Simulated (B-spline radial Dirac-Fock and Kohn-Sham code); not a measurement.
# K emission of Ir⁴⁺

System: the Ir⁴⁺ ion in the configuration [Xe] 4f14 5d5.

These are calculated numbers from a radial finite-basis atomic code; the model is one-electron (LDA, Dirac) transition rates at Dirac-Fock energies.

| line | multipole | energy (eV) | width (meV) | share (%) |
| --- | --- | --- | --- | --- |
| K-L1 | M1 | 62681.2 | 14.0 | 0.0319 |
| Kα2 | E1 | 63282.4 | 12800 | 29.2 |
| Kα1 | E1 | 64891.6 | 22000 | 50.1 |
| Kβ3 | E1 | 73194.5 | 2370 | 5.40 |
| Kβ1 | E1 | 73550.9 | 4610 | 10.5 |
| Kβ5'' | E2 | 73990.5 | 57.1 | 0.130 |
| Kβ5' | E2 | 74066.0 | 71.0 | 0.162 |
| Kβ2'' | E1 | 75523.4 | 550 | 1.25 |
| Kβ2' | E1 | 75607.9 | 1080 | 2.46 |
| K-N4 | E2 | 75793.1 | 14.3 | 0.0326 |
| K-N5 | E2 | 75808.8 | 17.8 | 0.0404 |
| K-O2 | E1 | 76047.9 | 97.0 | 0.221 |
| K-O3 | E1 | 76061.9 | 187 | 0.425 |

The listed lines hold 100.0 % of the radiative rate. The radiative width is 43.9 eV in the length form and 44.9 eV in the velocity form; the two differ because the transition energies are not eigenvalue differences of the potential that gave the orbitals. Kα2/Kα1 is 0.582 and Kβ/Kα is 0.260.
